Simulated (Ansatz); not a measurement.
One change: `OC([SiH3])[TeH]` becomes `[SiH3]C([SiH3])[TeH]`.

Ansatz, PBE0-D4/def2-TZVP geometries, multiplicity 1. Each molecule was computed in one conformer, which needn't be the lowest.

Elements past krypton have def2 core potentials.

```tsv
property	`OC([SiH3])[TeH]`
HOMO energy (PBE/def2-TZVPP) / eV	-5.40
LUMO energy (B3LYP/def2-TZVPP) / eV	-1.20
size of the dipole moment (PBE/def2-TZVPP) / D	1.45
HOMO energy (B3LYP/def2-TZVPP) / eV	-6.23
HOMO–LUMO gap (ωB97M-V/def2-TZVPP) / eV	9.37
LUMO energy (PBE0/def2-TZVPP) / eV	-0.97
```

Task: What does the change do to each property? (An estimate is asked.)

Result: Ansatz gave: 
| property | `[SiH3]C([SiH3])[TeH]` | shift |
| --- | --- | --- |
| HOMO energy (PBE/def2-TZVPP) / eV | -5.35 | 0.05 |
| LUMO energy (B3LYP/def2-TZVPP) / eV | -1.29 | -0.09 |
| size of the dipole moment (PBE/def2-TZVPP) / D | 0.62 | -0.83 |
| HOMO energy (B3LYP/def2-TZVPP) / eV | -6.16 | 0.07 |
| HOMO–LUMO gap (ωB97M-V/def2-TZVPP) / eV | 9.19 | -0.18 |
| LUMO energy (PBE0/def2-TZVPP) / eV | -1.11 | -0.14 |

With PBE0 the HOMO rises by 0.06 eV and the LUMO falls by 0.14 eV, so the gap narrows by about 0.20 eV. PBE moves the HOMO by 0.05 eV and ωB97M-V by 0.05 eV. Dipoles are sizes alone; their direction can turn.

B3LYP here is the variant with VWN-RPA as its local correlation; programs differ in this.

Spin–orbit coupling is left out; it splits and shifts lone-pair levels of the heavy atoms by tenths of an eV.
